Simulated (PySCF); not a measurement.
Al(Et)(OH)(OMe) (C3H9AlO2), SMILES C[CH2][Al]([OH])[O]C.

The structure is a stationary point at B3LYP-D3(BJ)/def2-SVP. Other conformers were not sampled.

Calculation: PySCF with TDA-LC-ωPBE/def2-SVPD.

Vertical excitations. Gas-phase values at a fixed geometry.

```csv
state,energy (eV),λ (nm),f,main pairs
S1,7.26,171,0.000,HOMO−1→LUMO 74 %
S2,7.36,168,0.016,"HOMO−2→LUMO 63 %, HOMO→LUMO 15 %"
S3,7.43,167,0.085,"HOMO→LUMO 61 %, HOMO−2→LUMO 14 %, HOMO→LUMO+1 12 %"
S4,7.76,160,0.007,HOMO→LUMO+2 76 %
S5,8.06,154,0.002,HOMO−2→LUMO+2 87 %
S6,8.09,153,0.097,"HOMO−3→LUMO 52 %, HOMO→LUMO+2 12 %"
T1,6.79,183,0,"HOMO→LUMO 63 %, HOMO→LUMO+7 11 %, HOMO→LUMO+1 11 %"
T2,6.97,178,0,"HOMO−1→LUMO 52 %, HOMO→LUMO+2 19 %, HOMO−1→LUMO+7 8 %"
```
Triplets are in the Tamm–Dancoff approximation.
